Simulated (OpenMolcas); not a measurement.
# Setting up C2Cl3F3 (1,1,2-trichlorotrifluoroethane) in OpenMolcas

C2Cl3F3 has 8 atoms, charge 0, and is taken as a singlet. As SMILES, `FC(F)(Cl)C(F)(Cl)Cl`. The shape is that of a GFN2-xTB optimisation. This is one conformer, not always the lowest.

```xyz
8

F    -1.1290   -0.9655    0.9276
C    -0.3443    0.0915    0.6974
F     0.5192    0.1603    1.7163
Cl   -1.3290    1.5675    0.6604
C     0.4115   -0.0873   -0.6387
F     1.1891    0.9879   -0.8537
Cl    1.4409   -1.5284   -0.5504
Cl   -0.7583   -0.2259   -1.9590
```

Settings wanted:

```yaml
method: HF
reference: RHF
relativity: sfX2C
integral_approximation: RICD
basis_set: ANO-R1
task: energy
nucleus: finite
scramble: 0.25
```

Task: Give an OpenMolcas 26.06 job that does this.

Result: This one ran through:

step1.input:
```
&GATEWAY
Coord
8
bohr
F     -2.13344410    -1.82460616     1.75289106
C     -0.65061381     0.17290994     1.31795169
F      0.98107021     0.30282861     3.24331805
Cl    -2.51150271     2.96205121     1.24797513
C      0.77760340    -0.16489750    -1.20693028
F      2.24699775     1.86691713    -1.61318360
Cl     2.72292527    -2.88831410    -1.04006746
Cl    -1.43301711    -0.42688913    -3.70195458
Basis = ANO-R1
Group = NoSym
RICD
&SEWARD
&SCF
PrOrbitals = 1 1
```

```bash
$ export MOLCAS_MEM=1860
$ pymolcas step1.input > step1.log
```

Calculated total energy: -1757.22763 Eh.
